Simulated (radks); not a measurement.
The nuclear charge of the strontium ion Sr2+ is varied continuously with 36 electrons held in [Kr]. All-electron calculation, scalar-relativistic Kohn-Sham, r2SCAN, spin-polarised, spherical densities, finite nucleus; meta-GGA in the generalised Kohn-Sham scheme; Fermi nuclear charge, rms radius 4.224 fm. Program: a radial shooting solver on a logarithmic mesh with Libxc functionals. By the Hellmann-Feynman theorem dE/dZ = E(electron-nucleus)/Z, the electronic potential at the nucleus (averaged over a nucleus of fixed radius). The scalar-relativistic energy here is not variational (the density holds large components alone), so the two differ by a part that grows with Z.

| Z | E (hartree) | E(electron-nucleus)/Z (hartree) | HOMO | e(HOMO) (eV) | <r> HOMO (bohr) |
|---|---|---|---|---|---|
| 37 | -2981.53208 | -193.990 | 4p | -22.167 | 1.709 |
| 37.25 | -3030.33427 | -195.743 | 4p | -25.688 | 1.663 |
| 37.5 | -3079.57690 | -197.497 | 4p | -29.356 | 1.621 |
| 37.75 | -3129.26003 | -199.250 | 4p | -33.168 | 1.582 |
| 38 | -3179.38377 | -201.004 | 4p | -37.121 | 1.545 |
| 38.25 | -3229.94827 | -202.759 | 4p | -41.211 | 1.511 |
| 38.5 | -3280.95370 | -204.514 | 4p | -45.437 | 1.478 |

The central difference of E at Z = 38 is -201.376 hartree, to compare with the third column; the second derivative is -7.05 hartree.
